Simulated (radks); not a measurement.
Values are calculated unless marked as measured or tabulated.
Ionisation of neutral zirconium, [Kr] 4d2 5s2, to Zr+, [Kr] 4d2 5s1, under several functionals. Dirac Kohn-Sham, spin-unpolarised, spherical densities, finite nucleus; open shells fill j = l - 1/2 first; a radial shooting solver on a logarithmic mesh with Libxc functionals.

functional	E(Zr) (hartree)	Exc (hartree)	IE (eV)	-e(HOMO) (eV)	<r> HOMO (bohr)	IE error (eV)
PBEsol	-3596.87134	-112.00171	7.156	3.654	2.286	+0.522
BLYP	-3599.43143	-114.59666	7.046	3.467	2.294	+0.412
PW91	-3599.57745	-114.75230	7.175	3.683	2.285	+0.541
B86b exchange with PBE correlation	-3599.44742	-114.61801	7.150	3.656	2.286	+0.516
Wu-Cohen GGA	-3598.32284	-113.47860	7.168	3.647	2.287	+0.534

NIST Atomic Spectra Database: 6.634 eV (measured). Closest: BLYP. The Delta-SCF values span 0.13 eV, the total energies 2.71 hartree. The highest occupied level is 4d3/2. Spin polarisation and multiplet splitting are left out, so open shells lie too high by an amount that depends on their filling.

Beside tabulated values, note that spin-unpolarised runs miss the spin-polarisation part of the exchange energy of open shells.
